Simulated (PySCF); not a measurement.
**Question.** What does the GFN2-xTB structure of InChI=1S/C2H8OSSi2/c1-2-3-6-4-5/h2H,1,6H2,5H3 look like in three dimensions?

**Answer.** 
```xyz
14
C2H8OSSi2 angstrom
C     -3.0300    0.0020   -0.6960
C     -2.5030    1.0502   -0.0925
O     -1.2062    1.2171    0.2146
Si     0.0757    0.2545    0.0250
S      1.6204    1.5104    0.7786
Si     3.3290    0.2461    0.5304
H     -2.4260   -0.8352   -0.9972
H     -4.0817   -0.0405   -0.9049
H     -3.0985    1.9006    0.2173
H      0.3328   -0.0698   -1.3743
H     -0.0305   -0.9623    0.8238
H      3.1312   -0.9663    1.3155
H      3.4617   -0.0905   -0.8817
H      4.4244    1.0632    1.0191
```

Any rigid rotation of these coordinates is as good. Atoms count from 1 in this order. Si6 (SiH3 silicon) is distorted tetrahedral (angles from 103.4° to 112.9°). Si4 (oxygen-bound silicon) is distorted tetrahedral (angles from 100.5° to 112.6°). S5 (sulfur bonded to 2 Si) is bent (angle 100.9°). Of the pairs four or more bonds apart, Si4···H7 is among the closest relative to their van der Waals radii: 2.91 Å, 88 % of the sum of Bondi's values.

Bonds between heavy atoms (Å): C1=C2 1.319, C2–O3 1.343, O3–Si4 1.614, Si4–S5 2.129, S5–Si6 2.140.

Computed geometry: GFN2-xTB, gas phase.

Point group: near Cs, missed by 0.17 Å at most; the miss may be what the optimiser left on a soft mode. Whether it is a minimum is left open (no frequencies). One conformer, not necessarily the lowest (C1–C2–O3–Si4 -2°, C2–O3–Si4–S5 178°, O3–Si4–S5–Si6 180°).
